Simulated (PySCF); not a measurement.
Species: C4H9B.
SMILES with atom numbers: `[BH:1]1[CH2:2][CH2:3][CH2:4][CH2:5]1` (hydrogens: H6 on B1; H7, H8 on C2; H9, H10 on C3; H11, H12 on C4; H13, H14 on C5)

Method: PBE0-D3(BJ)/def2-SVP geometry optimisation, gas phase in PySCF; density fitting, grid level 1; the optimiser is geomeTRIC in internal coordinates, started from a GFN2-xTB structure with every atom displaced at random (about 0.01 Å).

Step 0: E = -4961.4094 eV
```
atom  x, y, z in Å  |  force x, y, z in eV/Å
B1     -0.0418    1.3797    0.1940   -0.896  -0.078  -0.256
C2     -1.2572    0.4517   -0.2153    0.785  -0.352   0.284
C3     -0.7307   -0.9685   -0.0025    1.630   0.649   0.750
C4      0.8253   -0.8623   -0.2632   -2.126   0.098   0.704
C5      1.2064    0.4830    0.3263    0.110  -0.481   0.282
H6     -0.1164    2.5650    0.3484    0.087   0.318   0.088
H7     -2.1936    0.6118    0.2950   -0.760   0.388   0.245
H8     -1.4407    0.6087   -1.2840   -0.094   0.259  -0.426
H9     -0.8780   -1.2513    1.0652   -0.024  -0.043  -0.356
H10    -1.1953   -1.7099   -0.6218   -0.496  -0.775  -0.512
H11     1.3335   -1.7072    0.1757    0.543  -0.571   0.122
H12     0.9775   -0.8536   -1.3303    0.281  -0.114  -0.856
H13     2.1091    0.8709   -0.1079    0.925   0.533  -0.144
H14     1.3949    0.3671    1.4126    0.035   0.169   0.075
```

**Question.** Estimate the geometry and energy of step 1. (The exact step hangs on the optimiser's Hessian estimate; all steps are aligned on step 0, rigid shifts and turns removed.)

**Answer.** E = -4961.5629 eV, largest force 0.325 eV/Å
```
atom  x, y, z in Å  |  force x, y, z in eV/Å
B1     -0.0627    1.3844    0.1776    0.108  -0.053   0.087
C2     -1.2597    0.4414   -0.1928   -0.174   0.050   0.042
C3     -0.7119   -0.9758    0.0163    0.004  -0.226  -0.233
C4      0.7952   -0.8721   -0.2646   -0.051  -0.135  -0.043
C5      1.2184    0.4818    0.3178    0.065   0.173  -0.136
H6     -0.1086    2.5821    0.3426   -0.022   0.019  -0.022
H7     -2.2338    0.6461    0.2867    0.103   0.003  -0.068
H8     -1.4252    0.6309   -1.2775    0.025   0.014   0.032
H9     -0.8696   -1.2809    1.0658    0.007   0.014   0.004
H10    -1.2096   -1.7432   -0.6116    0.109   0.153   0.154
H11     1.3568   -1.7291    0.1450   -0.007   0.037  -0.052
H12     0.9713   -0.8717   -1.3595   -0.042  -0.006   0.147
H13     2.1681    0.8927   -0.0705   -0.106  -0.057   0.064
H14     1.3642    0.3983    1.4168   -0.020   0.013   0.023
```

The energy changes by -0.1535 eV. The first-order estimate −F·Δx gives -0.3218 eV and the mean of the old and new forces, exact on a quadratic surface, -0.1528 eV. The step makes an angle of 55° with the force vector and moves no atom by more than 0.073 Å.

What follows is the cost of the whole optimisation. Time: 28 s of wall time; peak memory 0.49 GiB. Hardware: one thread of an Arm Neoverse V2, on a shared host.
